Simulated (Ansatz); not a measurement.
`Sc1ccc(-c2ccc(-c3ccccc3)cc2)cc1`. Total charge 0; singlet. Geometry r2SCAN-D4/def2-SVP.

```
atom   x (Å)   y (Å)   z (Å)
  S1  -4.109   3.816  -4.602
  C2  -3.069   2.882  -3.519
  C3  -1.741   2.543  -3.827
  C4  -0.976   1.806  -2.925
  C5  -1.499   1.384  -1.688
  C6  -0.680   0.607  -0.734
  C7  -0.828   0.771   0.657
  C8  -0.053   0.043   1.556
  C9   0.904  -0.887   1.108
 C10   1.727  -1.660   2.064
 C11   2.094  -2.992   1.792
 C12   2.870  -3.722   2.694
 C13   3.299  -3.136   3.889
 C14   2.943  -1.814   4.173
 C15   2.166  -1.085   3.272
 C16   1.050  -1.053  -0.282
 C17   0.278  -0.323  -1.181
 C18  -2.832   1.732  -1.394
 C19  -3.607   2.465  -2.289
 H20  -3.209   3.956  -5.598
 H21  -1.296   2.866  -4.773
 H22   0.063   1.579  -3.177
 H23  -1.550   1.498   1.039
 H24  -0.205   0.184   2.630
 H25   1.740  -3.470   0.873
 H26   3.135  -4.758   2.466
 H27   3.908  -3.707   4.596
 H28   3.282  -1.342   5.101
 H29   1.917  -0.043   3.492
 H30   1.797  -1.755  -0.664
 H31   0.406  -0.490  -2.255
 H32  -3.282   1.397  -0.456
 H33  -4.644   2.708  -2.037
```

Single mean-field runs in def2-TZVP are fitted with def2-universal-jkfit. The restricted singlet is unstable towards broken spin symmetry in Hartree–Fock (as tested in another run); at HF/def2-TZVP this wasn't settled.

Task: Estimate the orbital energies around the gap (eV) in Ansatz with HF/def2-TZVP, PBE-D4/def2-SVP, PBE-D4/def2-TZVP, r2SCAN-D4/def2-TZVP, r2SCANh-D4/def2-TZVP.

Result: 
```csv
orbital,HF/def2-TZVP,PBE-D4/def2-SVP,PBE-D4/def2-TZVP,r2SCAN-D4/def2-TZVP,r2SCANh-D4/def2-TZVP
HOMO−13,-14.04,-8.87,-8.93,-9.28,-9.82
HOMO−12,-13.90,-8.78,-8.84,-9.18,-9.71
HOMO−11,-13.52,-8.57,-8.62,-8.95,-9.50
HOMO−10,-13.40,-8.31,-8.36,-8.68,-9.22
HOMO−9,-13.35,-8.22,-8.27,-8.59,-9.12
HOMO−8,-13.04,-8.07,-8.11,-8.41,-8.94
HOMO−7,-12.84,-7.87,-7.92,-8.22,-8.76
HOMO−6,-11.54,-7.55,-7.63,-7.90,-8.36
HOMO−5,-10.14,-6.73,-6.81,-7.03,-7.45
HOMO−4,-9.49,-6.44,-6.52,-6.72,-7.11
HOMO−3,-9.33,-6.32,-6.39,-6.59,-6.97
HOMO−2,-9.24,-6.28,-6.34,-6.53,-6.91
HOMO−1,-8.75,-5.78,-5.87,-6.05,-6.42
HOMO,-7.54,-5.03,-5.12,-5.26,-5.59
LUMO,1.92,-2.01,-2.13,-2.02,-1.74
LUMO+1,2.87,-1.32,-1.48,-1.32,-1.00
LUMO+2,3.13,-1.17,-1.31,-1.14,-0.81
LUMO+3,3.28,-1.04,-1.19,-1.01,-0.69
LUMO+4,3.32,-1.04,-1.17,-0.99,-0.66
LUMO+5,3.51,-0.41,-0.81,-0.48,-0.12
```
